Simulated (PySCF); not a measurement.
Species: C₆H₁₁B.
Cartesian coordinates in Å at the PBE0-D3(BJ)/def2-SVP level; atoms count from 1:
```xyz
18
C6H11B angstrom
C      3.8193    0.1678   -0.6489
C      2.6668   -0.1609   -0.1216
C      1.5094   -0.4911    0.3981
C      0.3192   -1.0012   -0.3597
B     -0.9886   -0.1080   -0.3668
C     -2.2368   -0.5977   -1.1878
C     -1.0351    1.2450    0.4285
H      4.6342   -0.5591   -0.7396
H      4.0112    1.1821   -1.0159
H      1.3929   -0.3582    1.4823
H      0.0108   -1.9923    0.0310
H      0.5844   -1.2023   -1.4137
H     -3.1551   -0.5362   -0.5786
H     -2.1596   -1.6055   -1.6210
H     -2.3993    0.1193   -2.0145
H     -0.9517    1.0185    1.5080
H     -1.9437    1.8461    0.2786
H     -0.1464    1.8591    0.2030
```

All values: B3LYP/def2-SVPD (PySCF, non-relativistic), on one gas-phase PBE0-D3(BJ)/def2-SVP geometry that isn't relaxed in the solvent. The solvent is an IEF-PCM continuum (Bondi radii, 1.10 Å for H, scaled by 1.2), and excitations are vertical TDDFT with non-equilibrium linear response and a frozen core. Specific hydrogen bonds and non-electrostatic terms are outside this model.

Gas-phase singlets (H = HOMO, L = LUMO):

| state | E (eV) | λ (nm) | f | leading configurations |
| --- | --- | --- | --- | --- |
| S1 | 5.170 | 240 | 0.003 | H→L 94% |
| S2 | 5.448 | 228 | 0.001 | H→L+1 67%, H→L+2 14% |
| S3 | 5.885 | 211 | 0.002 | H-1→L 87% |
| S4 | 6.136 | 202 | 0.006 | H→L+2 25%, H→L+1 24% |
| S5 | 6.226 | 199 | 0.000 | H-1→L+2 40%, H-1→L+3 27% |

**Question.** What are the lowest 5 singlets in chloroform (ε = 4.711)?

**Answer.** 
```tsv
state	E (eV)	λ (nm)	f	leading configurations	change by rank (eV)
S1	5.272	235	0.004	H→L 84%, H→L+1 9%	+0.102
S2	5.473	227	0.003	H→L+1 68%, H→L 13%	+0.025
S3	6.023	206	0.002	H-1→L 76%, H-1→L+2 12%	+0.138
S4	6.209	200	0.012	H→L+3 36%, H→L+2 27%	+0.073
S5	6.292	197	0.002	H-1→L+2 47%, H-1→L+3 22%	+0.066
```

**Question.** Give the list for tetrahydrofuran (ε = 7.426), n² = 1.97.

**Answer.** 
```tsv
state	E (eV)	λ (nm)	f	leading configurations	change by rank (eV)
S1	5.287	235	0.003	H→L 82%, H→L+1 11%	+0.117
S2	5.481	226	0.004	H→L+1 67%, H→L 15%	+0.033
S3	6.043	205	0.002	H-1→L 74%, H-1→L+2 14%	+0.158
S4	6.221	199	0.011	H→L+3 38%, H→L+2 26%	+0.085
S5	6.304	197	0.002	H-1→L+2 47%, H-1→L+3 21%	+0.078
```

**Question.** How do the frontier levels move from gas to tetrahydrofuran?

**Answer.** 
| orbital | gas (eV) | solvent (eV) | change (eV) |
| --- | --- | --- | --- |
| LUMO+2 | 0.35 | 0.38 | +0.03 |
| LUMO+1 | -0.09 | 0.01 | +0.10 |
| LUMO | -0.57 | -0.40 | +0.17 |
| HOMO | -6.74 | -6.73 | +0.01 |
| HOMO-1 | -7.24 | -7.28 | -0.04 |
| HOMO-2 | -8.57 | -8.43 | +0.14 |
| HOMO-3 | -8.85 | -8.74 | +0.11 |

The HOMO–LUMO gap goes from 6.17 to 6.33 eV.
